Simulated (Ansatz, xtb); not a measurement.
## A geometry optimisation of F3NSi2 with r2SCAN-D4/def2-SVP

The starting geometry of this gas-phase singlet has its atoms placed at random.

```xyz
6

F    -0.3504   -0.6563   -1.0171
F     1.1676   -0.1977   -1.7573
F     0.7467   -0.2795    1.2606
N    -0.6968    1.3634   -0.1593
Si    0.6702    1.6257   -1.2096
Si    1.5543   -1.3978   -0.0832
```

**Question.** One run relaxed it with r2SCAN-D4/def2-SVP. What is a likely outcome?

**Answer.** It ends as a structure with F2 bridging Si6 and Si5, given below by its coordinates. Contacts that close: F1–Si6 (2.25 → 1.74 Å), F2–Si5 (1.97 → 1.84 Å), F2–Si6 (2.10 → 1.88 Å), F3–Si6 (1.93 → 1.63 Å).

The energy falls by 6.17 eV over 15 steps:

| step | E − E(last) (eV) |
| --- | --- |
| 1 | 6.170 |
| 3 | 1.202 |
| 4 | 0.413 |
| 6 | 0.030 |
| 7 | 0.010 |
| 9 | 0.003 |
| 10 | 0.002 |
| 12 | 0.000 |
| 13 | 0.000 |
| 15 | 0.000 |

Final geometry (Å):

| atom | x (Å) | y (Å) | z (Å) |
| --- | --- | --- | --- |
| F | -0.6152 | -0.6391 | -0.4892 |
| F | 1.5735 | 0.1309 | -1.2916 |
| F | 1.3478 | -0.5476 | 1.1183 |
| N | -0.8230 | 1.1221 | -0.7342 |
| Si | 0.6369 | 1.7165 | -1.3052 |
| Si | 0.9714 | -1.3251 | -0.2640 |

From the same start GFN2-xTB ends elsewhere, at `N#[Si-](F)[Si+](F)F`.

From so rough a start the end depends on the optimiser's path, so another program may land elsewhere. The end wasn't checked by frequencies. Run with Ansatz 0.2.0, 36 s on 2 threads of Intel(R) Xeon(R) Platinum 8259CL CPU @ 2.50GHz (Skylake/Cascade Lake), with other jobs on the host.
